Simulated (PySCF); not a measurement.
I³²⁺ (iodine, charge +32) across methods

[Ar] 3d3, high-spin 4F determinant. Calculation: PySCF 2.14, in an uncontracted even-tempered set (18 s from 4.7 bohr⁻², ratio 2.5; 12 p from 6.1 bohr⁻², ratio 2.5; 8 d from 6.1 bohr⁻², ratio 2.5; 4 f from 23 bohr⁻², ratio 2.7; 3 g from 35 bohr⁻², ratio 2.7); scalar relativity by spin-free X2C-1e. The B2PLYP total includes its PT2 part (frozen core); its orbital energies are those of the SCF part.

```json
{"method": "LDA", "E (hartree)": "-6386.74", "mean ε 3p α (eV)": "-2166.8", "mean ε 3p β (eV)": "-2155.1", "mean ε 3d α (eV)": "-1953.7", "Σ⟨r²⟩ (bohr²)": "1.105", "⟨S²⟩": "3.750"}
{"method": "UHF", "E (hartree)": "-6392.24278", "mean ε 3p α (eV)": "-2220.7", "mean ε 3p β (eV)": "-2193.9", "mean ε 3d α (eV)": "-2001.2", "Σ⟨r²⟩ (bohr²)": "1.104", "⟨S²⟩": "3.750"}
{"method": "r2SCAN", "E (hartree)": "-6393.59", "mean ε 3p α (eV)": "-2173.7", "mean ε 3p β (eV)": "-2159.5", "mean ε 3d α (eV)": "-1959.6", "Σ⟨r²⟩ (bohr²)": "1.104", "⟨S²⟩": "3.750"}
{"method": "PBE0", "E (hartree)": "-6393.18", "mean ε 3p α (eV)": "-2181.5", "mean ε 3p β (eV)": "-2166.1", "mean ε 3d α (eV)": "-1966.8", "Σ⟨r²⟩ (bohr²)": "1.104", "⟨S²⟩": "3.750"}
{"method": "PBE", "E (hartree)": "-6393.15", "mean ε 3p α (eV)": "-2167.8", "mean ε 3p β (eV)": "-2156.1", "mean ε 3d α (eV)": "-1954.8", "Σ⟨r²⟩ (bohr²)": "1.104", "⟨S²⟩": "3.750"}
{"method": "M06-L", "E (hartree)": "-6393.53", "mean ε 3p α (eV)": "-2174.0", "mean ε 3p β (eV)": "-2159.9", "mean ε 3d α (eV)": "-1959.2", "Σ⟨r²⟩ (bohr²)": "1.103", "⟨S²⟩": "3.750"}
```

Q: Estimate the same row for B2PLYP.

A: E (hartree) = -6393.45; mean ε 3p α (eV) = -2196.1; mean ε 3p β (eV) = -2176.5; mean ε 3d α (eV) = -1979.9; Σ⟨r²⟩ (bohr²) = 1.104; ⟨S²⟩ = 3.750.

Spin-orbit coupling, absent here, splits the open shell strongly.
